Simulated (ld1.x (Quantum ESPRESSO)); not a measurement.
## What the settings do to the PAW potential of samarium (Sm)

Base potential:

* Element: samarium
* Generator: ld1.x (Quantum ESPRESSO) 7.5
* Type: PAW
* Functional: PBE
* Relativity: scalar-relativistic
* Frozen core: [Kr] 4d10 4f5
* Valence charge: 11
* Reference configuration: 5s2 5p6 5d1 6s1.75 6p0 (charge +0.25)
* Partial waves: 5s (bound): rcut 1.75, rcutus 2.00 bohr; 6s (bound): rcut 1.75, rcutus 2.00 bohr; 5p (bound): rcut 2.95, rcutus 3.15 bohr; 6p (bound, empty): rcut 2.95, rcutus 3.15 bohr; 5d (bound): rcut 1.80, rcutus 2.30 bohr; 5d channel at 0.55 Ry: rcut 1.80, rcutus 2.30 bohr
* Local potential: all-electron potential smoothed inside 2.85 bohr (lloc = -1)
* Core correction: Bessel-smoothed model core inside 1.30 bohr
* Augmentation charge: PSQ, inside the norm-conserving radii

Cutoffs, loose and tight: the cutoffs (Ry, on a coarse ladder) from which the occupation-weighted sum of valence levels, in a spherical-Bessel basis at the reference potential, stays within 10 and 1 mRy of its value at 400 Ry. They do not see the model core or the augmentation charge, which bear on the density cutoff. Test errors are all-electron minus pseudo excitation energies from the reference, over the configurations 5s2 5p6 5d1 6s2 6p0; 5s2 5p6 5d1 6s1 6p0; 5s2 5p6 5d1 6s0 6p0; 5s2 5p6 5d2 6s0 6p0; 5s2 5p6 5d1.5 6s1.5 6p0; 5s2 5p6 5d1 6s0 6p1; 5s2 5p6 5d0 6s0 6p0. A dash means not determined; rows that change the core or the reference have their own tests. The largest error is taken over the tests solved by every variant that gives reliable tests at all: 5s2 5p6 5d1 6s0 6p0; 5s2 5p6 5d1 6s1 6p0; 5s2 5p6 5d1 6s2 6p0.

Cutoffs are not given where the Bessel-basis levels miss the radial ones by over 6 mRy, ghosts where they miss by over 20 mRy; a channel whose overlap is not positive is not tested.

On the changes marked as counting shells twice: ld1.x takes every shell without a wave as core, so the model core holds the marked electrons as well and exchange and correlation see them twice. This cancels in the reference configuration, but the file is broken for other ones, and its errors say nothing about a proper core correction.

A file whose overlap is not positive is unfit for use, and its test errors describe a broken file.

| change | outcome | bound ghosts | largest test error (meV) |
| --- | --- | --- | --- |
| base | generated, overlap not positive | not determined (overlap not positive) | -12 |
| augmentation PSQ, radius 1.40 bohr | failed: new_paw_hamiltonian: negative rho | – | – |
| waves 5p (bound): rcut 2.28, rcutus 2.42 bohr; 6p (bound): rcut 2.28, rcutus 2.42 bohr | failed: new_paw_hamiltonian: negative rho | – | – |
| type TM; waves now 5s (bound): rc 2.00 bohr; 5d (bound): rc 2.30 bohr; 5p (bound): rc 3.15 bohr; local potential the p channel (6s counted twice) | generated | not determined | -577 |
| wave 5d channel at 0.55 Ry: rcut 1.80, rcutus 2.30 bohr becomes 5d channel at -0.18 Ry: rcut 1.80, rcutus 2.30 bohr | generated, overlap not positive | not determined (overlap not positive) | -12 |

(1) What comes out with this change to the base: all radii but the core radius scaled by about 0.78 (s 1.56, p 2.46, d 1.80 bohr, rcut 1.36/2.30/1.40); local potential all-electron potential smoothed inside 2.22 bohr (lloc = -1)?

(2) What comes out with this change to the base: local potential all-electron potential smoothed inside 2.30 bohr (lloc = -1)?

Answers

(1) outcome: generated, overlap not positive; bound ghosts: not determined (overlap not positive); largest test error (meV): -17. A file whose overlap is not positive is unfit for use, and its test errors describe a broken file.

(2) outcome: generated, overlap not positive; bound ghosts: not determined (overlap not positive); largest test error (meV): -115. A file whose overlap is not positive is unfit for use, and its test errors describe a broken file.
